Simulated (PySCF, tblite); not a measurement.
C₅H₁₃NO₂Si.
Z-matrix (Å and degrees, GFN2-xTB geometry), rows numbered from 1:
```
C 
C   1  1.5202
O   2  1.4056  1  109.56
Si  3  1.6136  2  127.07  1  -174.15
O   4  1.6294  3  109.83  2    54.19
C   4  1.8927  3  107.17  2   172.23
C   6  1.5393  4  118.81  3   -63.97
C   7  1.5311  6   86.80  4  -123.13
N   8  1.4659  7   90.00  6    12.54
H   1  1.0865  2  109.99  3  -178.32
H   1  1.0865  2  110.00  3    61.41
H   1  1.0867  2  109.86  3   -58.11
H   2  1.0963  1  110.42  3   119.94
H   2  1.0947  1  110.66  3  -120.46
H   4  1.4671  3  111.55  2   -65.83
H   5  0.9549  4  117.19  3   153.94
H   6  1.0936  4  113.79  3    70.11
H   7  1.0869  6  116.06  4   119.11
H   7  1.0868  6  113.43  4    -8.91
H   8  1.0937  7  116.85  6   127.92
H   8  1.0964  7  113.23  6  -104.55
H   9  1.0137  6  115.45  4  -107.34
```

Method: PBE0/pcSseg-1 in PySCF (dipole) on a GFN2-xTB geometry, gas phase.

Masses are those of the commonest isotopes; rigid-rotor values at the optimised geometry. The values belong to one conformer with, in the numbering `[CH3:1][CH2:2][O:3][Si@@H:4]([OH:5])[C@@H:6]1[CH2:7][CH2:8][NH:9]1`, C1–C2–O3–Si4 -174°, C2–O3–Si4–O5 54°, O3–Si4–O5–H 154°, O3–Si4–C6–C7 -64°, Si4–C6–C7–C8 -123°, C6–C7–C8–N9 13°, C7–C8–N9–C6 -13°, Si4–C6–N9–C8 133°.

(1) Give the principal moments of inertia and the rotational constants in MHz.

(2) What kind of rotor is it?

(3) What does the inertial defect say?

(4) Give the other two planar moments, Paa and Pbb, and the rms extents of the mass along the axes.

(5) List the rotational levels J(Ka,Kc) to J = 2 (MHz).

(6) Predict some low-J microwave lines.

(7) Estimate the classical rotational partition function at 25 K, 100 K and 298.15 K.

Answers

(1) Ia = 174.79, Ib = 707.89, Ic = 784.85 u·Å²; 505379 MHz·u·Å²/I gives A = 2891, B = 713.9, C = 643.9 MHz.

(2) A near-prolate asymmetric top; Ray's κ = -0.938.

(3) Not planar: Δ = Ic − Ia − Ib = -97.82 u·Å². For a rigid frame Δ = −2 Σ m c², so Σ m c² = 48.91 u·Å² lies off the ab plane: 15.18 from hydrogen and 33.73 from heavier atoms. The atom farthest from that plane is 1.63 Å away.

(4) Paa = Σ m a² = (Ib + Ic − Ia)/2 = 658.98 and Pbb = Σ m b² = (Ia + Ic − Ib)/2 = 125.87 u·Å². With the mass M = 147.07 u, the rms extents √(P/M) along a, b and c are 2.12, 0.93, 0.58 Å.

(5) Above 0(0,0):
J = 1: 1(0,1) 1358, 1(1,1) 3535, 1(1,0) 3605
J = 2: 2(0,2) 4072, 2(1,2) 6181, 2(1,1) 6391, 2(2,1) 12924, 2(2,0) 12925
The levels of one J sum to (2J + 1)J(J + 1)(A + B + C)/3.

(6) The dipole components are |μa| = 1.13 D, |μb| = 0.78 D, |μc| = 0.53 D. The squared components, which scale the intensities, stand as 1.00 : 0.48 : 0.22 (a : b : c). Some lines, for components of 0.1 D or more:

```tsv
type	branch	J(Ka,Kc)	MHz	lower level (cm⁻¹)
b	R	2(0,2) ← 1(1,1)	537	0.118
a	R	1(0,1) ← 0(0,0)	1358	0.000
b	R	3(0,3) ← 2(1,2)	1958	0.206
c	Q	3(1,3) ← 3(0,3)	2010	0.271
c	Q	2(1,2) ← 2(0,2)	2109	0.136
c	Q	1(1,1) ← 1(0,1)	2177	0.045
b	Q	3(1,2) ← 3(0,3)	2430	0.271
a	R	2(1,2) ← 1(1,1)	2646	0.118
a	R	2(1,1) ← 1(1,0)	2786	0.120
c	R	1(1,0) ← 0(0,0)	3605	0.000
a	R	3(1,3) ← 2(1,2)	3967	0.206
a	R	3(0,3) ← 2(0,2)	4067	0.136
a	R	3(2,2) ← 2(2,1)	4074	0.431
a	R	3(2,1) ← 2(2,0)	4080	0.431
a	R	3(1,2) ← 2(1,1)	4177	0.213
c	R	2(1,1) ← 1(0,1)	5033	0.045
c	Q	3(2,2) ← 3(1,2)	6429	0.353
c	Q	2(2,1) ← 2(1,1)	6532	0.213
b	Q	2(2,1) ← 2(1,2)	6743	0.206
b	R	2(2,1) ← 1(1,0)	9318	0.120
c	R	2(2,1) ← 1(1,1)	9388	0.118
b	R	2(2,0) ← 1(1,1)	9390	0.118
c	R	3(2,1) ← 2(1,1)	10614	0.213
c	R	3(2,2) ← 2(1,2)	10816	0.206
b	R	3(2,1) ← 2(1,2)	10824	0.206
c	R	3(3,0) ← 2(2,0)	15135	0.431
```

(7) Point group C1, symmetry number σ = 1; q = (√π/σ)·√((kT/h)³/(ABC)), k/h = 20836.6 MHz/K: 18300 at 25 K, 146000 at 100 K, 753000 at 298.15 K.

Its GFN2-xTB frequencies are all real (lowest 24 cm⁻¹). These are rigid-rotor constants of the computed structure; measured ground-state constants (B0) also hold zero-point vibration. A rigid rotor knows nothing of inversion at nitrogen or internal rotation, which can split or shift real lines. Quadrupole hyperfine structure (14N) is left out.

The run took 90 s on one thread, Intel Xeon at 2.70 GHz (x86_64), shared host, and the process peaked at 1.1 GiB of memory. This is the PBE0/pcSseg-1 job that gave the dipole, with the shieldings it also computed.
